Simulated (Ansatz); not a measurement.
Consider the formal exchange of groups at a C–N bond: `C[N](C)[AlH][F]` + `O=CO[SiH3]` → `CC(=O)O[SiH3]` + `C[NH][AlH][F]`.

Computed with Ansatz on PBE0-D4/def2-TZVP structures; ΔE is electronic, products minus reactants. CCSD(T)/CBS is the MP2 limit (def2-TZVPP, def2-QZVPP) plus CCSD(T) − MP2 in def2-TZVPP, frozen cores. DFT in def2-TZVPP. Each species was taken in one conformer, which may not be the lowest.

`C[N](C)[AlH][F]`:

Cartesian coordinates in Å:
```
C -0.830 -0.577 0.974
N 0.067 0.012 0.009
C -0.589 0.354 -1.230
Al 1.783 0.293 0.290
F 2.400 -0.153 1.757
H -1.283 -1.502 0.590
H -1.652 0.107 1.229
H -0.299 -0.822 1.897
H -1.030 -0.530 -1.711
H 0.119 0.797 -1.936
H -1.400 1.079 -1.072
H 2.715 0.941 -0.796
```

`O=CO[SiH3]`:

```xyz
8

O     0.788    1.173    1.210
C    -0.371    1.101    0.918
O    -0.870    0.235    0.040
Si    0.213   -0.837   -0.711
H    -1.158    1.741    1.340
H    -0.670   -1.627   -1.596
H     1.210   -0.083   -1.501
H     0.857   -1.703    0.299
```

`CC(=O)O[SiH3]`:

```xyz
11

C    -0.373    1.625   -1.038
C    -0.004    0.663    0.043
O     0.340    0.960    1.158
O    -0.091   -0.619   -0.344
Si    0.309   -1.780    0.821
H     0.274    1.468   -1.903
H    -0.279    2.645   -0.676
H    -1.398    1.433   -1.363
H     0.115   -3.052    0.088
H     1.721   -1.638    1.239
H    -0.613   -1.704    1.975
```

`C[NH][AlH][F]`:

Cartesian coordinates in Å:
```
C 0.990 -0.624 0.538
N -0.122 0.300 0.463
Al -1.158 0.607 -0.924
F -2.368 1.718 -0.752
H 0.836 -1.401 1.296
H 1.118 -1.134 -0.422
H 1.937 -0.119 0.762
H -0.271 0.792 1.331
H -0.962 -0.138 -2.293
```

| level | ΔE (eV) |
| --- | --- |
| r2SCAN-D4 | -0.63 |
| r2SCAN | -0.64 |

(1) What does CCSD(T)/CBS give? (An estimate is asked.)

Largest T1 diagnostic among the species: 0.016.

Results:

(1) Ansatz gave: -0.62 eV. The listed levels differ from it by -0.01, -0.02 eV.

Leaving LDA and LC-ωPBE aside and taking each functional with its dispersion term where it has one, the values, not all of them listed here, spread over 0.10 eV, from r2SCAN0-D4 to BLYP-D4. At CCSD(T), def2-SVP lies +0.09 eV from the extrapolated value and def2-TZVPP +0.03 eV. From BLYP to BHLYP (50 % exact exchange), in def2-TZVPP and without D4, ΔE moves by −0.06 eV.
